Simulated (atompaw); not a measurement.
# PBE PAW (atompaw) dataset for sulfur, scalar-relativistic all-electron reference.

S, PAW, made with atompaw 4.2.0.5 (PBE, scalar-relativistic). Core [Ne], reference 3s1.5 3p4.5. Waves: 3s (bound): rc 1.90 bohr; 3s channel at 1.45 Ry: rc 1.90 bohr; 3p (bound): rc 1.90 bohr; 3p channel at 0.5 Ry: rc 1.90 bohr. Local part: bessel scheme, radius 1.35 bohr. Core correction: smooth core density matched at 1.00 bohr. Augmentation charge: sinc compensation charge, radius 1.40 bohr; PAW radius 1.90 bohr; waves and projectors: custom polynom vanderbiltortho.

All-electron outer shells of the reference configuration (PBE, scalar-relativistic, ld1.x):

```tsv
shell	level (eV)	outermost node (bohr)	outermost maximum (bohr)
2s	-212.44	0.13	0.39
2p	-157.23	–	0.33
3s	-17.60	0.60	1.40
3p	-7.29	0.58	1.59
```

Estimate the cutoffs (Ry, on a coarse ladder) from which the occupation-weighted sum of valence levels, in a spherical-Bessel basis at the reference potential, stays within 10 and 1 mRy of its value at 400 Ry.

15 Ry and 18 Ry.

Does the potential have ghost states?

No extra level below or beside the all-electron valence levels (s, p, d, f tested).

Is the overlap operator S = 1 + Σ q|β⟩⟨β| positive definite (Bessel basis up to 400 Ry)?

Yes: its lowest eigenvalue is 0.19 (s channel).

Which valence shell sets the plane-wave cutoff?

3p: its level needs 15 Ry to come within 1 mRy, against 12 Ry for 3s.
